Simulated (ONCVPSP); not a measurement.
## How hard is this Au (Z = 79) ONCV potential?

```json
{
 "Element": "Au",
 "Generator": "ONCVPSP 4.0.1",
 "Type": "optimised norm-conserving Vanderbilt (ONCV)",
 "Functional": "PBE",
 "Relativity": "fully relativistic",
 "Frozen core": "[Kr] 4d10",
 "Valence charge": "33",
 "Reference configuration": "4f14 5s2 5p6 5d10 6s1",
 "Partial waves": "5s+6s: rc 1.80 bohr, ncon 3, nbas 7, qcut 5.9 1/bohr, 2 projectors; 5p: rc 1.30 bohr, ncon 4, nbas 8, qcut 12.1 1/bohr, 2 projectors, debl 0.9 Ha; 5d: rc 1.75 bohr, ncon 5, nbas 10, qcut 9.6 1/bohr, 2 projectors, debl 1.8 Ha; 4f: rc 0.90 bohr, ncon 4, nbas 8, qcut 15.6 1/bohr, 2 projectors, debl 2.9 Ha",
 "Local potential": "polynomial inside 0.70 bohr (lpopt 5, dvloc0 0 Ha)",
 "Core correction": "none"
}
```

Open shells are filled in proportion to 2j + 1.

In the p channel the program set the typed energies aside and used -2.034, 0.250 Ha (j = l + 1/2; the other j can differ). In the f channel the program set the typed energies aside and used -2.911, 0.250 Ha (j = l + 1/2; the other j can differ).

Q: For each optimised wave give the share of its norm inside rc, the residual kinetic energy above qcut (Ha) and the cutoffs (Ha) for errors of 10, 1, 0.1 and 0.01 mHa per electron.

A:

| wave | norm inside rc | residual KE | 10 mHa | 1 mHa | 0.1 mHa | 0.01 mHa |
| --- | --- | --- | --- | --- | --- | --- |
| 5s | 0.990 | 4.1e-06 | 7.1 | 9.1 | 10.9 | 13.3 |
| 6s | 0.135 | 3.7e-05 | 5.6 | 7.8 | 15.5 | 39.8 |
| 5p j=3/2 | 0.732 | 4.8e-08 | 35.6 | 45.8 | 53.7 | 60.5 |
| p projector 2 j=3/2 | 0.054 | 7.7e-09 | 26.4 | 38.9 | 48.5 | 56.3 |
| 5p j=1/2 | 0.821 | 8.7e-08 | 36.7 | 47.3 | 55.6 | 61.8 |
| p projector 2 j=1/2 | 0.050 | 2.8e-08 | 27.2 | 41.4 | 51.3 | 59.4 |
| 5d j=5/2 | 0.641 | 1.0e-07 | 15.4 | 19.7 | 23.2 | 32.9 |
| d projector 2 j=5/2 | 0.078 | 4.8e-08 | 14.1 | 18.8 | 22.6 | 27.4 |
| 5d j=3/2 | 0.685 | 8.5e-08 | 16.6 | 21.3 | 25.0 | 28.2 |
| d projector 2 j=3/2 | 0.076 | 3.7e-08 | 15.0 | 20.0 | 24.2 | 27.5 |
| 4f j=7/2 | 0.939 | 9.5e-03 | 121.6 | 315.0 | 418.2 | not reached |
| f projector 2 j=7/2 | 0.000 | 3.1e-06 | 0.8 | 51.0 | 88.8 | 111.8 |
| 4f j=5/2 | 0.943 | 9.9e-03 | 122.3 | 316.1 | 420.9 | not reached |
| f projector 2 j=5/2 | 0.000 | 3.3e-06 | 0.8 | 50.7 | 89.0 | 112.1 |

The occupied waves need 316 Ha and 421 Ha for 1 and 0.1 mHa. Rows with under 1 % of the norm inside rc give no meaningful cutoff. Note: ghosts flagged at negative energy: s at -345.4 eV, p3/2 at -1.73 eV; GHOST(+) flagged for p1/2 at 130.6 eV, d5/2 at 305.9 eV, d3/2 at 315.5 eV. A true bound ghost makes a file unfit for plane-wave use.
